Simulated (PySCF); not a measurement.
Isomers of C7H8O2. Method used: TDDFT CAM-B3LYP/def2-SVPD, vertical, gas phase, core orbitals frozen in the response (PySCF 2.14.0, density-fitted response routines). Geometries: GFN2-xTB; one conformer of each isolated species. Triplets are in the Tamm–Dancoff approximation.

**Question.** Rank by computed HOMO–LUMO gap, highest first.
A. `CC#C/C=C\OC(C)=O`
B. `C=C/C=C\C(=C)C(=O)O`
C. `O=C[C@@H]1CC=CC(=O)C1`
D. `C#CCC/C=C\C(=O)O`
E. `C/C=C(C=O)/C=C\C=O`

**Answer.** D (8.72 eV), C (8.17 eV), A (7.96 eV), E (7.42 eV), B (7.10 eV).

```csv
SMILES,gap (eV),f (S1),T1 (eV),first f ≥ 0.01 (nm),HOMO (eV),S1 mainly
C#CCC/C=C\C(=O)O,8.72,0.001,3.79,206,-9.13,H-3→L (51%)
O=C[C@@H]1CC=CC(=O)C1,8.17,0.000,3.36,213,-8.87,H→L (87%)
CC#C/C=C\OC(C)=O,7.96,0.519,3.34,233,-7.84,H→L (91%)
C/C=C(C=O)/C=C\C=O,7.42,0.005,2.95,252,-8.74,H→L+1 (27%)
C=C/C=C\C(=C)C(=O)O,7.10,0.204,2.75,274,-7.87,H→L (97%)
```

H and L stand for HOMO and LUMO.

- `C#CCC/C=C\C(=O)O`: Löwdin shares by element: HOMO carbon 70% or more (atoms not listed hold the other 30%); LUMO carbon 63% or more, oxygen 14% or more (atoms not listed hold the other 24%).
- `O=C[C@@H]1CC=CC(=O)C1`: Löwdin shares by element: HOMO oxygen 55% or more, carbon 30% or more (atoms not listed hold the other 15%); LUMO carbon 53% or more, oxygen 20% or more (atoms not listed hold the other 26%).
- `CC#C/C=C\OC(C)=O`: Löwdin shares by element: HOMO carbon 78% or more (atoms not listed hold the other 22%); LUMO carbon 62% or more (atoms not listed hold the other 38%).
- `C/C=C(C=O)/C=C\C=O`: Löwdin shares by element: HOMO carbon 37% or more, oxygen 28% or more (atoms not listed hold the other 35%); LUMO carbon 48% or more, oxygen 11% or more (atoms not listed hold the other 41%).
- `C=C/C=C\C(=C)C(=O)O`: Löwdin shares by element: HOMO carbon 72% or more (atoms not listed hold the other 28%); LUMO carbon 58% or more (atoms not listed hold the other 42%).
